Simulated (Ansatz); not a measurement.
Problem. Name a neutral molecule of Al, C, Cl and H with LUMO energy (ωB97M-V/def2-TZVPP) between 0.50 and 0.80 eV and zero-point energy (PBE0-D4/def2-TZVP) between 67 and 83 kJ/mol (Ansatz, PBE0-D4/def2-TZVP geometry).

Solution. `Cl[C]1=[CH][AlH]1` (0.52 eV, 73.2 kJ/mol). Other molecules can fit too; these were computed, each in one conformer that needn't be the lowest.
